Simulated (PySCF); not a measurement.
The dipole of `CC(C)[C@@H]1O[Si@@H](F)O[SiH2]1` from its density and from atomic charges.

Coordinates (GFN2-xTB, Å) and charges (e) from the PBE0/pcSseg-1 density (PySCF):

| atom | x | y | z | Mulliken | IAO | Hirshfeld | ESP-fitted |
| --- | --- | --- | --- | --- | --- | --- | --- |
| C1 | -1.758 | -1.312 | -0.173 | -0.2175 | -0.4187 | -0.1154 | -0.6134 |
| C2 | -0.792 | -0.212 | -0.601 | -0.3770 | -0.0946 | -0.0275 | +0.4119 |
| C3 | -1.560 | 0.966 | -1.198 | -0.1930 | -0.4187 | -0.1228 | -0.4795 |
| C4 | 0.055 | 0.240 | 0.596 | -0.1361 | -0.1887 | -0.0349 | -0.1944 |
| O5 | 0.844 | 1.377 | 0.231 | -0.6155 | -0.6520 | -0.2196 | -0.4069 |
| Si6 | 2.443 | 1.219 | 0.178 | +1.2179 | +1.5509 | +0.5313 | +0.9306 |
| F7 | 3.116 | 2.330 | 1.106 | -0.4046 | -0.5237 | -0.1983 | -0.3072 |
| O8 | 2.669 | -0.247 | 0.863 | -0.7146 | -0.8893 | -0.3181 | -0.5343 |
| Si9 | 1.319 | -1.079 | 1.236 | +0.8550 | +0.9706 | +0.4080 | +0.6271 |
| H10 | -2.439 | -0.941 | 0.590 | +0.1085 | +0.1373 | +0.0406 | +0.1487 |
| H11 | -1.224 | -2.167 | 0.235 | +0.1123 | +0.1318 | +0.0361 | +0.1295 |
| H12 | -2.347 | -1.645 | -1.024 | +0.1246 | +0.1484 | +0.0469 | +0.1691 |
| H13 | -0.112 | -0.604 | -1.366 | +0.1148 | +0.1216 | +0.0325 | -0.0091 |
| H14 | -0.873 | 1.763 | -1.469 | +0.1309 | +0.1518 | +0.0343 | +0.1093 |
| H15 | -2.105 | 0.655 | -2.087 | +0.1121 | +0.1372 | +0.0399 | +0.1174 |
| H16 | -2.272 | 1.358 | -0.474 | +0.1012 | +0.1340 | +0.0385 | +0.1329 |
| H17 | -0.624 | 0.596 | 1.381 | +0.1288 | +0.1420 | +0.0365 | +0.1190 |
| H18 | 3.041 | 1.251 | -1.129 | -0.1417 | -0.1706 | -0.0644 | -0.1233 |
| H19 | 1.354 | -2.284 | 0.419 | -0.1064 | -0.1367 | -0.0721 | -0.1218 |
| H20 | 1.261 | -1.254 | 2.680 | -0.0997 | -0.1326 | -0.0712 | -0.1055 |

Q: Compute μ = Σ q r for each scheme (1 e·Å = 4.803 D) and compare with the dipole of the full density.

A: The full density gives (-2.09, -1.88, -0.85) D, 2.93 D in size; dipole vectors point from the negative to the positive end.

```
    scheme     μx     μy     μz  size (D)  share of the full size (%)  angle to the full dipole (°)
  Mulliken  -3.26  -3.92  -0.77      5.16                         176                            11
       IAO  -2.77  -3.74  -1.47      4.88                         166                            11
 Hirshfeld  -1.28  -1.57  -0.44      2.08                          71                            10
ESP-fitted  -2.14  -1.90  -0.86      2.99                         102                             0
```

Q: Which set comes closest?

A: Length of the difference vector: ESP-fitted 0.06 D, Hirshfeld 0.95 D, IAO 2.08 D, Mulliken 2.35 D. Closest: ESP-fitted. 

Q: What is left for the Hirshfeld atoms' own dipoles?

A: The shares of the density sum to the whole, so what Σ q r misses lies in dipoles about the nuclei. The atomic dipoles sum to (-2.09, -1.88, -0.85) − (-1.28, -1.57, -0.44) = (-0.81, -0.31, -0.41) D, 0.95 D in size.

Q: With the origin at the mean of the coordinates, (0.000, 0.001, 0.000) Å, which are the largest single terms, by size, of the ESP-fitted dipole along the direction of the full one?

A: Si6 -11.49, C1 -6.31, F7 +5.94, O8 +5.11, O5 +3.03 D; all 20 atoms together +2.98 D. The single terms depend on the origin, their sum doesn't.

Q: Give the size of the full dipole in other units.

A: 2.93 D = 1.155 au = 0.611 e·Å = 9.79 × 10⁻³⁰ C·m.

The structure is a single GFN2-xTB conformer in the gas phase; no vibrational or solvent corrections.
